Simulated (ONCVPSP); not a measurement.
## What one change does to a pseudopotential (O, ONCV)

```
Element                 : oxygen
Generator               : ONCVPSP 4.0.1
Type                    : optimised norm-conserving Vanderbilt (ONCV)
Functional              : LDA (Perdew-Wang 92)
Relativity              : non-relativistic
Frozen core             : [He]
Valence charge          : 6
Reference configuration : 2s1.5 2p4.5
Partial waves           : 2s: rc 0.65 bohr, ncon 4, nbas 7, qcut 8 1/bohr, 2 projectors, debl 3.1 Ha; 2p: rc 1.05 bohr, ncon 5, nbas 8, qcut 8.8 1/bohr, 2 projectors, debl 1.6 Ha
Local potential         : polynomial inside 0.60 bohr (lpopt 5, dvloc0 2 Ha)
Core correction         : polynomial model core, fcfact 0.4
```

All-electron outer shells of the reference configuration (LDA (PZ), non-relativistic, ld1.x):

```json
{"shell": "1s", "level (eV)": "-510.76", "outermost node (bohr)": "–", "outermost maximum (bohr)": "0.13"}
{"shell": "2s", "level (eV)": "-23.94", "outermost node (bohr)": "0.28", "outermost maximum (bohr)": "0.88"}
{"shell": "2p", "level (eV)": "-9.41", "outermost node (bohr)": "–", "outermost maximum (bohr)": "0.82"}
```

Change: p: rc 0.88.

Cutoffs: the cutoffs (Ha) at which the residual kinetic energy of the hardest occupied pseudo-wave falls to 1 and 0.1 mHa per electron; they do not see the model core or the augmentation charge, which bear on the density cutoff. Errors are all-electron minus pseudo energies relative to the spin-unpolarised reference configuration.

**Question.** How do hardness, ghosts and transferability respond?

**Answer.** The potential gets harder (88 Ha and 175 Ha → 191 Ha and 241 Ha); of the 4 tests that both files solve, the error grows in 0 and shrinks in 4 by more than 15 % and 0.3 meV (median size 10.3 → 5.1 meV); neither file shows a bound ghost. A smaller radius makes the pseudo-wave follow the all-electron one further in, where it bends more sharply, so more plane waves are needed. Less of the atom is replaced, so other configurations are described better.

| quantity | base | changed |
| --- | --- | --- |
| cutoff, loose | 88 Ha | 191 Ha |
| cutoff, tight | 175 Ha | 241 Ha |
| loose cutoff by channel | s 61 Ha, p 88 Ha | s 61 Ha, p 191 Ha |
| bound ghosts | none | none |
| GHOST(+) flags under 300 eV | none | none |
| error for 2s2 2p4, meV [ΔE -7.26 eV] | +3.2 | +2.4 |
| error for 2s2 2p3, meV [ΔE 9.33 eV] | +14 | +6.5 |
| error for 2s2 2p2, meV [ΔE 43.05 eV] | +61 | +24 |
| error for 2s2 2p3.5, meV [ΔE -0.89 eV] | +6.5 | +3.8 |
| s: phases at 0.66 bohr within 0.05 rad from the reference energy up to (Ha; the scan ends near 5) | to the end of the scan | to the end of the scan |
| rms error of d²Exc/dni dnj with the model core, mHa | 0.98 | 0.87 |
